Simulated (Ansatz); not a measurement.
Compare A (`COB[SiH3]`) with its isomer B (`BC(O)[SiH3]`).

Gas-phase electronic energies from Ansatz, PBE0-D4/def2-TZVP geometries. CCSD(T)/CBS is the MP2 limit (def2-TZVPP, def2-QZVPP) plus CCSD(T) − MP2 in def2-TZVPP, frozen cores. DFT in def2-TZVPP. B3LYP here is the variant with VWN-RPA as its local correlation; programs differ in this. Each species was taken in one conformer, which may not be the lowest.

Which is lower in electronic energy at CCSD(T)/CBS, and by how much? (An estimate is asked.)

The calculation gave: A, by 130.4 kJ/mol.

Give E(B) − E(A) in kJ/mol with BLYP-D4, MP2/def2-TZVPP, r2SCAN-D4, B2PLYP, CCSD(T)/def2-SVP, B3LYP, ωB97M-V. (Best estimate.)

Ansatz gave: BLYP-D4 132.5, MP2/def2-TZVPP 128.5, r2SCAN-D4 126.2, B2PLYP 136.8, CCSD(T)/def2-SVP 156.3, B3LYP 139.3, ωB97M-V 124.4. None reverses the order clearly.

Does the order hold for the free energy at 298.15 K (harmonic terms from PBE0-D4)? (Best estimate.)

Computed: Yes: G(B) − G(A) = +125.3 kJ/mol, for one conformer each.

Largest T1 diagnostic: 0.014.

Leaving LDA and LC-ωPBE aside and taking each functional with its dispersion term where it has one, the values, not all of them listed here, spread over 15.2 kJ/mol, from revPBE-D4 to CAM-B3LYP-D4. LDA lies −5.9 kJ/mol from PBE without D4. At CCSD(T), def2-SVP lies +25.9 kJ/mol from the extrapolated value and def2-TZVPP +3.9 kJ/mol.
